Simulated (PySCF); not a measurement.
Cost against size for one kind of job: GIAO PBE0/pcSseg-1 NMR shielding, non-relativistic, gas phase in PySCF 2.14.0, density-fitted response routines; work: shieldings, ring-centre shieldings, charges and field gradients. Hardware: an Arm Neoverse V1 with one thread, no GPU (shared host). The host was shared with other jobs, so the times are rough.

```json
{"species (SMILES)": "C1CCSSC1", "atoms": "14", "electrons": "64", "basis functions": "156", "SCF cycles": "12", "wall time": "17 s"}
{"species (SMILES)": "CP1CC=C([SiH3])C1", "atoms": "18", "electrons": "70", "basis functions": "188", "SCF cycles": "14", "wall time": "33 s"}
{"species (SMILES)": "O[SiH2]OC1=C(C[SiH3])[C@@H]1F", "atoms": "18", "electrons": "86", "basis functions": "212", "SCF cycles": "14", "wall time": "49 s"}
{"species (SMILES)": "C=Cc1c(OC)nnn1C", "atoms": "19", "electrons": "74", "basis functions": "215", "SCF cycles": "14", "wall time": "?"}
{"species (SMILES)": "CC(=O)c1nnc(C)n1C", "atoms": "19", "electrons": "74", "basis functions": "215", "SCF cycles": "15", "wall time": "40 s"}
{"species (SMILES)": "CC(C)P(C)C1CC1", "atoms": "23", "electrons": "72", "basis functions": "218", "SCF cycles": "12", "wall time": "42 s"}
{"species (SMILES)": "CCCPC1CCC1", "atoms": "23", "electrons": "72", "basis functions": "218", "SCF cycles": "12", "wall time": "39 s"}
{"species (SMILES)": "CC(C)[C@@H]1CCCP1", "atoms": "23", "electrons": "72", "basis functions": "218", "SCF cycles": "12", "wall time": "41 s"}
{"species (SMILES)": "CCP(CC)C1CC1", "atoms": "23", "electrons": "72", "basis functions": "218", "SCF cycles": "12", "wall time": "43 s"}
{"species (SMILES)": "[BH3-][O+]1C[C@@H]2C=COC[C@H]1C2", "atoms": "23", "electrons": "76", "basis functions": "235", "SCF cycles": "14", "wall time": "?"}
{"species (SMILES)": "CC[C@@H]1[C@@H](C)CC[P@H+]1C", "atoms": "27", "electrons": "80", "basis functions": "250", "SCF cycles": "12", "wall time": "62 s"}
```

Estimate the withheld figures.

`C=Cc1c(OC)nnn1C`: 64 s; `[BH3-][O+]1C[C@@H]2C=COC[C@H]1C2`: 52 s.
